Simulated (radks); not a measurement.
Au2+, configuration [Xe] 4f14 5d9. Calculated with a radial shooting solver on a logarithmic mesh with Libxc functionals: Dirac Kohn-Sham, PBE, spin-unpolarised, spherical densities, point nucleus; open shells fill j = l - 1/2 first.

Unscreened Slater integrals over Kohn-Sham orbitals (eV). Large and small components are both included.

integral          value
F0(5d5/2,5d5/2)  16.204
F2(5d5/2,5d5/2)  8.3616
F4(5d5/2,5d5/2)  5.5201
F0(5d5/2,5d3/2)  16.491
F2(5d5/2,5d3/2)  8.5084
G2(5d5/2,5d3/2)  8.4966
G4(5d5/2,5d3/2)  5.6138
F0(5d5/2,5p3/2)  18.509
F2(5d5/2,5p3/2)  9.1389
G1(5d5/2,5p3/2)  11.049
G3(5d5/2,5p3/2)  6.8245
F0(5d5/2,5p1/2)  19.016
G3(5d5/2,5p1/2)  6.2204
F0(5d3/2,5d3/2)  16.796
F2(5d3/2,5d3/2)  8.6799
F0(5d3/2,5p3/2)  18.954
F2(5d3/2,5p3/2)  9.5054
G1(5d3/2,5p3/2)  11.689
G3(5d3/2,5p3/2)  7.2222
F0(5d3/2,5p1/2)  19.508
G1(5d3/2,5p1/2)  10.794
F0(5p3/2,5p3/2)  22.287
F2(5p3/2,5p3/2)  11.999
F0(5p3/2,5p1/2)  23.265
G2(5p3/2,5p1/2)  12.189
F0(5p1/2,5p1/2)  24.434
